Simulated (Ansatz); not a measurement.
Ansatz (a first-principles code) input (B3LYP-D3(BJ)/def2-TZVP):

Ansatz 0.2 input:
```yaml
crystal:
  periodic: [false, false, false]
  atoms:
    - {symbol: C, position_ang: [-0.00000000, -0.00000000, -1.83145497]}
    - {symbol: I, position_ang: [0.00000000, 0.00000000, 0.20733452]}
basis:
  gaussian:
    orbitals: def2-TZVP
hamiltonian:
  xc: b3lyp
  dispersion: d3bj
magnetization: {spin_polarized: true, initial_magnetization: 1}
phonons: {temperatures: {t_min: 298.15, t_max: 298.15, t_step: 100}}
```

Output:

```
Functional definition: B3LYP
integrals: 0.02 GiB planned
591 factors; their error is unknown
mean field: 0.24 GiB planned
mean field evaluation 1: about -9130.6297 eV, gradient 3.1e1 eV
mean field evaluation 2: about -9114.9132 eV, gradient 5.6e1 eV
mean field evaluation 4: about -9135.8748 eV, gradient 3.4e0 eV
mean field evaluation 8: about -9136.1526 eV, gradient 4.2e-1 eV
mean field evaluation 16: about -9136.1530 eV, gradient 4.2e-5 eV
mean field -9136.15295095 eV, -335.7474282404 hartree, gradient 4.1e-5 eV, S^2 0.756500; 1 other end points of the search recorded, 0 dependent functions left out
the calculation of the forces begins
reference -9136.15312345 eV, -335.7474345796 hartree; 16, 15 occupied and 65, 66 virtual orbitals, 591 factors
these checks for a lower state are left out or cut short: stability, starts, cluster_reference, orbital_swaps, neighbouring_geometries, increment
integrals: 0.02 GiB planned
591 factors; their error is unknown
mean field: 0.24 GiB planned
mean field -9136.15295095 eV, -335.7474282406 hartree, gradient 1.7e-6 eV, S^2 0.756500; 0 other end points of the search recorded, 0 dependent functions left out
the calculation of the forces begins
reference -9136.15312345 eV, -335.7474345797 hartree; 16, 15 occupied and 65, 66 virtual orbitals, 591 factors
these checks for a lower state are left out or cut short: stability, starts, cluster_reference, orbital_swaps, neighbouring_geometries, increment
integrals: 0.02 GiB planned
591 factors; their error is unknown
mean field: 0.24 GiB planned
mean field evaluation 32: about -9136.1527 eV, gradient 4.1e-1 eV
mean field -9136.15295095 eV, -335.7474282406 hartree, gradient 1.7e-6 eV, S^2 0.756500; 0 other end points of the search recorded, 0 dependent functions left out
the calculation of the forces begins
reference -9136.15312345 eV, -335.7474345797 hartree; 16, 15 occupied and 65, 66 virtual orbitals, 591 factors
these checks for a lower state are left out or cut short: stability, starts, cluster_reference, orbital_swaps, neighbouring_geometries, increment
integrals: 0.02 GiB planned
591 factors; their error is unknown
mean field: 0.24 GiB planned
mean field -9136.15295095 eV, -335.7474282406 hartree, gradient 2.1e-6 eV, S^2 0.756500; 0 other end points of the search recorded, 0 dependent functions left out
the calculation of the forces begins
reference -9136.15312345 eV, -335.7474345797 hartree; 16, 15 occupied and 65, 66 virtual orbitals, 591 factors
these checks for a lower state are left out or cut short: stability, starts, cluster_reference, orbital_swaps, neighbouring_geometries, increment
integrals: 0.02 GiB planned
591 factors; their error is unknown
mean field: 0.24 GiB planned
mean field -9136.15295095 eV, -335.7474282406 hartree, gradient 2.1e-6 eV, S^2 0.756500; 0 other end points of the search recorded, 0 dependent functions left out
the calculation of the forces begins
reference -9136.15312345 eV, -335.7474345797 hartree; 16, 15 occupied and 65, 66 virtual orbitals, 591 factors
these checks for a lower state are left out or cut short: stability, starts, cluster_reference, orbital_swaps, neighbouring_geometries, increment
integrals: 0.02 GiB planned
591 factors; their error is unknown
mean field: 0.24 GiB planned
mean field -9136.15289560 eV, -335.7474262066 hartree, gradient 1.7e-6 eV, S^2 0.756483; 0 other end points of the search recorded, 0 dependent functions left out
the calculation of the forces begins
reference -9136.15306810 eV, -335.7474325456 hartree; 16, 15 occupied and 65, 66 virtual orbitals, 591 factors
these checks for a lower state are left out or cut short: stability, starts, cluster_reference, orbital_swaps, neighbouring_geometries, increment
integrals: 0.02 GiB planned
591 factors; their error is unknown
mean field: 0.24 GiB planned
mean field evaluation 64: about -9136.1527 eV, gradient 4.1e-1 eV
mean field -9136.15290790 eV, -335.7474266586 hartree, gradient 1.7e-6 eV, S^2 0.756518; 0 other end points of the search recorded, 0 dependent functions left out
the calculation of the forces begins
reference -9136.15308041 eV, -335.7474329979 hartree; 16, 15 occupied and 65, 66 virtual orbitals, 591 factors
these checks for a lower state are left out or cut short: stability, starts, cluster_reference, orbital_swaps, neighbouring_geometries, increment
integrals: 0.02 GiB planned
591 factors; their error is unknown
mean field: 0.24 GiB planned
mean field -9136.15295095 eV, -335.7474282406 hartree, gradient 1.7e-6 eV, S^2 0.756500; 0 other end points of the search recorded, 0 dependent functions left out
the calculation of the forces begins
reference -9136.15312345 eV, -335.7474345797 hartree; 16, 15 occupied and 65, 66 virtual orbitals, 591 factors
these checks for a lower state are left out or cut short: stability, starts, cluster_reference, orbital_swaps, neighbouring_geometries, increment
integrals: 0.02 GiB planned
591 factors; their error is unknown
mean field: 0.24 GiB planned
mean field -9136.15295095 eV, -335.7474282406 hartree, gradient 1.7e-6 eV, S^2 0.756500; 0 other end points of the search recorded, 0 dependent functions left out
the calculation of the forces begins
reference -9136.15312345 eV, -335.7474345797 hartree; 16, 15 occupied and 65, 66 virtual orbitals, 591 factors
these checks for a lower state are left out or cut short: stability, starts, cluster_reference, orbital_swaps, neighbouring_geometries, increment
integrals: 0.02 GiB planned
591 factors; their error is unknown
mean field: 0.24 GiB planned
mean field -9136.15295095 eV, -335.7474282406 hartree, gradient 2.1e-6 eV, S^2 0.756500; 0 other end points of the search recorded, 0 dependent functions left out
the calculation of the forces begins
reference -9136.15312345 eV, -335.7474345797 hartree; 16, 15 occupied and 65, 66 virtual orbitals, 591 factors
these checks for a lower state are left out or cut short: stability, starts, cluster_reference, orbital_swaps, neighbouring_geometries, increment
integrals: 0.02 GiB planned
591 factors; their error is unknown
mean field: 0.24 GiB planned
mean field evaluation 96: about -9136.1527 eV, gradient 4.1e-1 eV
mean field -9136.15295095 eV, -335.7474282406 hartree, gradient 2.1e-6 eV, S^2 0.756500; 0 other end points of the search recorded, 0 dependent functions left out
the calculation of the forces begins
reference -9136.15312345 eV, -335.7474345797 hartree; 16, 15 occupied and 65, 66 virtual orbitals, 591 factors
these checks for a lower state are left out or cut short: stability, starts, cluster_reference, orbital_swaps, neighbouring_geometries, increment
integrals: 0.02 GiB planned
591 factors; their error is unknown
mean field: 0.24 GiB planned
mean field -9136.15290790 eV, -335.7474266586 hartree, gradient 1.7e-6 eV, S^2 0.756518; 0 other end points of the search recorded, 0 dependent functions left out
the calculation of the forces begins
reference -9136.15308041 eV, -335.7474329979 hartree; 16, 15 occupied and 65, 66 virtual orbitals, 591 factors
these checks for a lower state are left out or cut short: stability, starts, cluster_reference, orbital_swaps, neighbouring_geometries, increment
integrals: 0.02 GiB planned
591 factors; their error is unknown
mean field: 0.24 GiB planned
mean field -9136.15289560 eV, -335.7474262066 hartree, gradient 1.7e-6 eV, S^2 0.756483; 0 other end points of the search recorded, 0 dependent functions left out
the calculation of the forces begins
reference -9136.15306810 eV, -335.7474325456 hartree; 16, 15 occupied and 65, 66 virtual orbitals, 591 factors
Total energy: -9136.21900735 eV, -335.7498557684 hartree
Atom 0 at    -0.000000    -0.000000    -1.831455 Å, force     0.000000    -0.000000    -0.000009 eV/Å
Atom 1 at     0.000000     0.000000     0.207335 Å, force    -0.000000     0.000000     0.000009 eV/Å
Dipole moment:     0.000000     0.000000     0.364005 e Å
Vibrations: 624.75 cm⁻¹, zero-point energy 0.038729 eV
```
